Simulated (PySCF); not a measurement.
**RbO from Hartree–Fock to correlated methods**

State: ²Π (doublet), unpaired electrons π ↑. Set-up: basis Rb def2-SVP with ECP28, O def2-SVP; scalar-relativistic core potentials; PySCF 2.14. De refers to Rb + O in their high-spin ground configurations, without counterpoise correction. The functionals are run spin-unrestricted. A positive dipole means Rb(−)O(+).

| Level | Re (Å) | ωe (cm⁻¹) | De (eV) | μ (D) |
| --- | --- | --- | --- | --- |
| UHF | 2.487 | 371 | 0.65 | -9.83 |
| UHF-MP2 | 2.482 | 370 | 1.88 | n/a |
| UHF-SCS-MP2 | 2.486 | 369 | 1.86 | n/a |
| UHF-CCSD | 2.485 | 369 | 1.75 | n/a |
| UHF-CCSD(T) | 2.489 | 364 | 1.79 | n/a |
| PBE | 2.495 | 336 | 2.67 | -7.82 |
| PBEsol | 2.466 | 350 | 2.78 | -7.81 |
| r²SCAN | 2.482 | 351 | 2.54 | -8.61 |
| PBE0 | 2.464 | 362 | 2.33 | -8.71 |
| M06-2X | 2.452 | 380 | 2.39 | -9.06 |
| B2PLYP | 2.481 | 359 | 2.21 | -9.28 |

(1) Which functional lies closest to UHF-CCSD(T) in De, which farthest, and by how much do they differ from it?

(2) What does a quarter of exact exchange do here, going from PBE to PBE0?

(3) What does the step from GGA to meta-GGA do here, going from PBE to r²SCAN?

Correlated steps freeze 1 core orbital. Correlated levels converge slowly with the basis: in double zeta they bind strong bonds too weakly, by up to about 1 eV, and carry superposition errors of some tenths. Spin–orbit coupling is left out. B2PLYP dipoles, levels and charges come from its SCF part alone. The state is the lowest determinant that a PBE0 search found; another state may lie lower at other levels.

The whole job (state search and all levels along the bond) took about 0.88 min on 1 thread of Intel Xeon 6975P-C (shared host), peak memory 0.45 GiB.

Answers

(1) Closest is B2PLYP (-0.8 pm in Re, -1.4 % in ωe, +0.42 eV in De against UHF-CCSD(T) in the same basis), farthest PBEsol (-2.3 pm in Re, -3.8 % in ωe, +0.99 eV in De). CCSD(T) converges more slowly with the basis than the functionals do and binds too weakly in this one, so the order can change at the basis-set limit.

(2) PBE0 less PBE: -3.1 pm in Re, +7.7 % in ωe, -0.34 eV in De. Exact exchange removes part of the self-interaction that spreads semilocal densities, and in most molecules shortens and stiffens the bond and lowers De; so it does here.

(3) r²SCAN less PBE: -1.3 pm in Re, +4.5 % in ωe, -0.13 eV in De.
